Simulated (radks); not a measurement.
Cd2+, configuration [Ar] 3d10 4s1.75 4p6 4d10 5d0.25 (fractional occupations, a model configuration). Calculated with a radial shooting solver on a logarithmic mesh with Libxc functionals: scalar-relativistic Kohn-Sham, PBE, spin-unpolarised, spherical densities, finite nucleus; Fermi nuclear charge, rms radius 4.6087 fm.

Unscreened Slater integrals over Kohn-Sham orbitals (cm^-1).

| integral | value |
|---|---|
| F0(5d,5d) | 42308 |
| F2(5d,5d) | 22777 |
| F4(5d,5d) | 15242 |
| F0(5d,4d) | 54886 |
| F2(5d,4d) | 9058.2 |
| F4(5d,4d) | 3666.0 |
| G0(5d,4d) | 2501.7 |
| G2(5d,4d) | 2791.7 |
| G4(5d,4d) | 2174.9 |
| F0(5d,4p) | 55788 |
| F2(5d,4p) | 7154.8 |
| G1(5d,4p) | 3831.9 |
| G3(5d,4p) | 2643.3 |
| F0(5d,4s) | 56075 |
| G2(5d,4s) | 3387.0 |
| F0(4d,4d) | 161510 |
| F2(4d,4d) | 80321 |
| F4(4d,4d) | 52500 |
| F0(4d,4p) | 180130 |
| F2(4d,4p) | 88994 |
| G1(4d,4p) | 112240 |
| G3(4d,4p) | 68643 |
| F0(4d,4s) | 185760 |
| G2(4d,4s) | 82987 |
| F0(4p,4p) | 206390 |
| F2(4p,4p) | 108160 |
| F0(4p,4s) | 214890 |
| G1(4p,4s) | 145850 |
| F0(4s,4s) | 224650 |

Derived for the open shells (J is the average intra-shell exchange parameter used in DFT+U). 5d: Racah B = F2/49 - 5 F4/441 = 292.0 cm^-1, C = 35 F4/441 = 1210 cm^-1, C/B = 4.14, F4/F2 = 0.669, J = (F2 + F4)/14 = 2716 cm^-1.
